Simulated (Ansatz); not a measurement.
Computed with Ansatz on PBE0-D4/def2-TZVP structures; ΔE is electronic, products minus reactants. CCSD(T)/CBS adds triple-zeta CCSD(T) − MP2 to the extrapolated MP2 energy (def2 sets, frozen cores). This one scheme is used for every species. DFT in def2-TZVPP. B3LYP here is the variant with VWN-RPA as its local correlation; programs differ in this. For Ge outer-core shells are correlated without core-valence functions, which leaves a few kJ/mol of doubt a bond. Scalar relativity is left out up to krypton.

Reaction (substitution at a C–B bond): `B[CH]([SiH3])[GeH3]` + H–F → `F[CH]([SiH3])[GeH3]` + BH₃

| level | ΔE (kJ/mol) | difference from CCSD(T)/CBS |
| --- | --- | --- |
| PBE-D4 | 162.4 | -10.3 |
| PBE0-D4 | 168.8 | -3.9 |
| B2PLYP | 154.7 | -18.0 |
| PBE0 | 163.6 | -9.1 |
| B3LYP | 140.8 | -31.9 |
| HF/def2-TZVPP | 132.8 | -39.9 |
| MP2/def2-TZVPP | 184.9 | 12.2 |
| SCS-MP2/def2-TZVPP | 167.3 | -5.4 |
| MP2/def2-QZVPP | 187.2 | 14.5 |
| SCS-MP2/def2-QZVPP | 169.7 | -3.0 |
| CCSD(T)/CBS | 172.7 | 0 |

Largest T1 diagnostic among the species: 0.012.

In def2-TZVPP, CCSD(T) changes the Hartree–Fock value by +36.1 kJ/mol (the triples alone add +4.1 kJ/mol) and MP2 by +52.2 kJ/mol. The D4 term adds +9.6 kJ/mol with B3LYP and +5.2 kJ/mol with PBE0; it sums over pairs of atoms, weighted by their polarisabilities, and B3LYP, whose exchange is more repulsive, gets the larger term. From PBE to PBE0 (25 % exact exchange), in def2-TZVPP and without D4, ΔE moves by +7.2 kJ/mol.
